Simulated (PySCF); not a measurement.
C2H12N2Si2, SMILES C[SiH2]CN[SiH2]N.

Geometry optimised at PBE0-D3(BJ)/def2-SVP. This is a generated structure with no PubChem entry under its InChIKey; it may be hypothetical. One conformer was computed; it need not be the lowest.

Method: TDA-PBE/def2-SVPD run with PySCF 2.14.0.

Vertical excitations. The molecule is in vacuum.

```tsv
state	energy (eV)	λ (nm)	f	main pairs
S1	4.97	249	0.009	HOMO→LUMO 98 %
S2	5.13	242	0.065	HOMO→LUMO+1 97 %
S3	5.69	218	0.013	HOMO→LUMO+2 94 %
S4	5.77	215	0.005	HOMO−1→LUMO 81 %, HOMO→LUMO+3 18 %
S5	5.79	214	0.079	HOMO→LUMO+3 78 %, HOMO−1→LUMO 17 %
S6	5.94	209	0.018	HOMO−1→LUMO+1 97 %
T1	4.79	259	0	HOMO→LUMO 99 %
T2	4.92	252	0	HOMO→LUMO+1 98 %
```
Triplets are in the Tamm–Dancoff approximation.
